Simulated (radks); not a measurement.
Problem. Mn, configuration [Ar] 3d5 4s2 (the NIST ground configuration). Method: scalar-relativistic Kohn-Sham, r2SCAN, spin-unpolarised, spherical densities, finite nucleus; meta-GGA in the generalised Kohn-Sham scheme; Fermi nuclear charge, rms radius 3.7057 fm; computed with a radial shooting solver on a logarithmic mesh with Libxc functionals. Some entries of the table are withheld. Estimate them.

orbital,occ.,eigenvalue (hartree),<r^2> (bohr^2),<r> (bohr)
1s,2,-237.1468,0.004991,(1)
2s,2,-27.66823,0.09183,0.2788
2p,6,-23.38581,0.07499,0.2469
3s,2,-3.27044,0.8357,0.8512
3p,6,-2.07329,(2),0.9044
3d,5,-0.24906,2.026,1.222
4s,2,-0.19521,(3),3.099

Solution. 
(1) 1s <r> (bohr): 0.06091
(2) 3p <r^2> (bohr^2): 0.9641
(3) 4s <r^2> (bohr^2): 11.11
